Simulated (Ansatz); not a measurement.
Cartesian coordinates in Å:
```
C -0.335 1.534 -0.114
C -0.264 0.268 0.716
C -1.348 -0.725 0.345
O 1.012 -0.327 0.604
Al 1.985 -1.012 -0.556
Cl 3.849 -1.722 0.010
Cl 1.414 -1.187 -2.553
H 0.467 2.220 0.166
H -0.240 1.299 -1.179
H -1.289 2.043 0.037
H -0.381 0.535 1.774
H -2.339 -0.296 0.511
H -1.262 -1.630 0.950
H -1.270 -1.001 -0.711
```

Total charge 0; spin multiplicity 1.

**Question.** List the CAM-B3LYP/def2-TZVPP orbital energies in eV (Ansatz). (Estimate.)

**Answer.** Computed: Occupied: -2764.35, -2764.28, -1527.90, -522.42, -280.54, -278.70, -278.70, -259.14, -259.07, -198.15, -198.09, -198.07, -198.05, -198.00, -197.98, -115.85, -76.56, -76.44, -76.40, -29.71, -24.66, -24.33, -23.47, -21.28, -18.52, -15.50, -14.93, -14.03, -13.60, -12.75, -12.73, -12.31, -11.95, -11.83, -11.32, -11.16, -10.84, -10.67, -10.02, -9.90. Lowest empty: 0.20, 0.62, 2.01, 2.66, 3.03, 3.37, 3.46, 3.57.
